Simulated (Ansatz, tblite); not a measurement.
Removing and adding an electron: `CCCCCCCCCCCCP(=O)(O)O`. Charge 0, multiplicity 1. Geometry: PBE-D4/def2-SVP. Ansatz, gas phase; energy differences of separate SCF runs; the oxidised species was run as a doublet alone; the reduced species was run as a doublet alone.

Cartesian coordinates in Å:
```
C 0.7669 5.9485 3.5869
C 1.4528 5.6874 2.2433
C 0.9337 4.4569 1.4843
C 1.2082 3.1166 2.1779
C 0.6783 1.8871 1.4266
C 1.3473 1.6277 0.0705
C 0.9340 0.3123 -0.6036
C -0.5446 0.2400 -1.0070
C -0.9225 -1.0049 -1.8207
C -0.7832 -2.3312 -1.0658
C -1.2209 -3.5419 -1.8940
C -1.0743 -4.8702 -1.1442
P -1.6512 -6.2871 -2.1129
O -3.0708 -6.3125 -2.6070
O -0.5281 -6.3284 -3.3187
O -1.2704 -7.5485 -1.1249
H 0.9280 5.1199 4.3067
H 1.1491 6.8737 4.0639
H -0.3302 6.0675 3.4610
H 2.5499 5.5798 2.4006
H 1.3314 6.5821 1.5948
H -0.1635 4.5628 1.3184
H 1.3905 4.4479 0.4712
H 2.3063 3.0070 2.3343
H 0.7600 3.1290 3.1948
H 0.8160 0.9870 2.0668
H -0.4212 1.9936 1.2919
H 1.1345 2.4704 -0.6245
H 2.4510 1.6275 0.2139
H 1.5574 0.1613 -1.5132
H 1.1827 -0.5338 0.0755
H -0.7954 1.1469 -1.6012
H -1.1876 0.2882 -0.1002
H -0.3003 -1.0449 -2.7439
H -1.9732 -0.9042 -2.1718
H -1.3834 -2.2868 -0.1284
H 0.2708 -2.4771 -0.7414
H -0.6262 -3.5914 -2.8315
H -2.2801 -3.4230 -2.2100
H -1.6706 -4.8761 -0.2072
H -0.0199 -5.0680 -0.8561
H -0.9631 -6.6643 -4.1276
H -1.9681 -8.2266 -1.2274
```

The xTB rows come from tblite. Single mean-field runs in def2-TZVP are fitted with def2-universal-jkfit. HOMO above LUMO, or a gap near zero within one spin, warns that the state may not be the lowest or that an electron is smeared out.

```csv
level,−HOMO (eV),vertical IE (eV),−LUMO (eV),vertical EA (eV),HOMO–LUMO gap (eV),IE − EA (eV),remarks
GFN1-xTB,12.44,14.30,4.75,2.59,7.69,11.70,–
GFN2-xTB,11.16,12.89,2.10,-0.65,9.06,13.54,–
HF/def2-TZVP,11.82,9.23,-3.35,-3.11,15.17,12.34,HOMO above zero (-1 doublet)
PBE-D4/def2-TZVP,6.77,8.79,0.33,-1.19,6.44,9.98,"HOMO above zero (-1 doublet), gap within one spin near zero (+1 doublet), gap within one spin near zero (-1 doublet)"
PBE0-D4/def2-TZVP,8.33,9.65,-0.57,-1.67,8.90,11.32,HOMO above zero (-1 doublet)
```

   A HOMO above zero means that the electron is unbound at that level or that self-interaction error raises the level; the energy of removing that electron tells which. Raw xTB energy differences between charge states are shifted by several eV; the methods need an empirical correction for them. Sets without diffuse functions give affinities that are too small. A negative affinity means that the extra electron isn't bound; its size then hangs on the basis.
